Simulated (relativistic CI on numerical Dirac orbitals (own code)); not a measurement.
**Slater and spin-orbit integrals, Ce XXXII**

Computed by Dirac-Coulomb-Breit CI, separate exchange-only KLI orbitals for each configuration, model QED, unscaled Slater integrals (own radial code, finite nucleus).

Slater integrals F^k, G^k are unscaled and averaged over j, outside the closed core [Ne]; ζ comes from projecting the Hamiltonian with its Breit term on Σ l·s of the shell.

- 3s2 3p6 3d9: ζ(3d) = 63236 cm⁻¹; <r>(3d) = 0.2426, <r^2>(3d) = 0.06875 (bohr units).
- 3s2 3p5 3d10: ζ(3p) = 498620 cm⁻¹; <r>(3p) = 0.2678, <r^2>(3p) = 0.08298 (bohr units).
- 3s2 3p6 3d8 4s: F^2(3d,3d) = 421100, F^4(3d,3d) = 270960, ζ(3d) = 64531, G^2(3d,4s) = 42519 cm⁻¹; <r>(3d) = 0.2405, <r^2>(3d) = 0.06754, <r>(4s) = 0.5444, <r^2>(4s) = 0.333 (bohr units).

Question: Give the Racah parameters of the d shell in 3s2 3p6 3d8 4s.

Answer: B = F²/49 − 5F⁴/441 = 5522 cm⁻¹ and C = 35F⁴/441 = 21505 cm⁻¹.

Averages of the first 10 configurations, taken without configuration mixing, which lowers the lowest level and can move excited configurations by several eV; other configurations of the list can lie among them:

```json
{"Configuration": "3s2 3p6 3d9", "Parity": "even", "States": "10", "Average energy above the lowest level (eV)": "8.0"}
{"Configuration": "3s2 3p5 3d10", "Parity": "odd", "States": "6", "Average energy above the lowest level (eV)": "322.6"}
{"Configuration": "3s 3p6 3d10", "Parity": "even", "States": "2", "Average energy above the lowest level (eV)": "544.9"}
{"Configuration": "3s2 3p6 3d8 4s", "Parity": "even", "States": "90", "Average energy above the lowest level (eV)": "806.9"}
{"Configuration": "3s2 3p6 3d8 4p", "Parity": "odd", "States": "270", "Average energy above the lowest level (eV)": "887.8"}
{"Configuration": "3s2 3p6 3d8 4d", "Parity": "even", "States": "450", "Average energy above the lowest level (eV)": "998.5"}
{"Configuration": "3s2 3p4 3d10 4s", "Parity": "even", "States": "30", "Average energy above the lowest level (eV)": "1429.3"}
{"Configuration": "3s2 3p5 3d9 4s", "Parity": "odd", "States": "120", "Average energy above the lowest level (eV)": "1115.2"}
{"Configuration": "3s2 3p6 3d8 4f", "Parity": "odd", "States": "630", "Average energy above the lowest level (eV)": "1103.4"}
{"Configuration": "3s2 3p4 3d10 4p", "Parity": "odd", "States": "90", "Average energy above the lowest level (eV)": "1510.5"}
```
